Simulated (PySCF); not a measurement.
SMILES [NH2][Al]([NH2])[NH2] (H6AlN3), CAM-B3LYP/def2-SVP optimised geometry.

```
10

Al    -0.23     0.00     0.00
N     -1.12     1.54     0.00
H     -0.69     2.46     0.00
H     -2.13     1.63     0.00
N     -1.12    -1.54     0.00
H     -0.70    -2.46     0.00
H     -2.13    -1.63     0.00
N      1.54     0.00     0.00
H      2.13    -0.83     0.00
H      2.13     0.83     0.00
```

Density from PySCF with CAM-B3LYP/def2-TZVP at that geometry.

Minimum of the electron density along straight lines between bonded atoms, close to the bond critical point (lines longer than 1.1 times the sum of covalent radii, or with two minima, are not listed):

```json
[
 {"bond": "Al1–N2", "length / Å": "1.774", "ρ at the minimum / e bohr⁻³": "0.102", "∇²ρ there / e bohr⁻⁵": "0.57", "position (fraction from the first atom)": "0.42"},
 {"bond": "N2–H3", "length / Å": "1.013", "ρ at the minimum / e bohr⁻³": "0.331", "∇²ρ there / e bohr⁻⁵": "-1.56", "position (fraction from the first atom)": "0.73"},
 {"bond": "N2–H4", "length / Å": "1.013", "ρ at the minimum / e bohr⁻³": "0.331", "∇²ρ there / e bohr⁻⁵": "-1.56", "position (fraction from the first atom)": "0.73"},
 {"bond": "Al1–N5", "length / Å": "1.774", "ρ at the minimum / e bohr⁻³": "0.102", "∇²ρ there / e bohr⁻⁵": "0.57", "position (fraction from the first atom)": "0.42"},
 {"bond": "N5–H6", "length / Å": "1.013", "ρ at the minimum / e bohr⁻³": "0.331", "∇²ρ there / e bohr⁻⁵": "-1.56", "position (fraction from the first atom)": "0.73"},
 {"bond": "N5–H7", "length / Å": "1.013", "ρ at the minimum / e bohr⁻³": "0.331", "∇²ρ there / e bohr⁻⁵": "-1.56", "position (fraction from the first atom)": "0.73"},
 {"bond": "Al1–N8", "length / Å": "1.774", "ρ at the minimum / e bohr⁻³": "0.102", "∇²ρ there / e bohr⁻⁵": "0.57", "position (fraction from the first atom)": "0.42"},
 {"bond": "N8–H9", "length / Å": "1.013", "ρ at the minimum / e bohr⁻³": "0.331", "∇²ρ there / e bohr⁻⁵": "-1.56", "position (fraction from the first atom)": "0.73"},
 {"bond": "N8–H10", "length / Å": "1.013", "ρ at the minimum / e bohr⁻³": "0.331", "∇²ρ there / e bohr⁻⁵": "-1.56", "position (fraction from the first atom)": "0.73"}
]
```
